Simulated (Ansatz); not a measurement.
A series at Ge: from `[CH3][Ge]([CH3])([CH3])[Cl]`, ligands are replaced one by one, each step taking up H₂ and setting free CH₄; n counts the steps. Ansatz, PBE0-D4/def2-TZVP geometries.

| n | molecule | HOMO energy, ωB97M-V/def2-TZVPP (eV) |
| --- | --- | --- |
| 0 | `[CH3][Ge]([CH3])([CH3])[Cl]` | -10.34 |
| 1 | `[CH3][GeH]([CH3])[Cl]` | -10.50 |
| 2 | `[CH3][GeH2][Cl]` | ? |
| 3 | `[Cl][GeH3]` | -11.02 |

Problem. By hand: fit a straight line y = ȳ + b (n − n̄) to the 3 given rows and predict n = 2.

Solution. n̄ = 1.333, ȳ = -10.620; Σ(n − n̄)(y − ȳ) = -1.080, Σ(n − n̄)² = 4.667, so b = -0.231 eV a step. Prediction: -10.620 + (-0.231) × (0.667) = -10.77 eV.

Problem. By hand: compare with the computed value, -10.73 eV, and give the steps along the whole series.

Solution. The line misses by 0.04 eV (computed minus predicted). Steps: -0.16, -0.23, -0.29 eV.

The steps grow at each stage, from -0.16 to -0.29 eV, so the series is curved. The highest orbital can change its character along such a series. The miss is 5.9 % of the series' range.
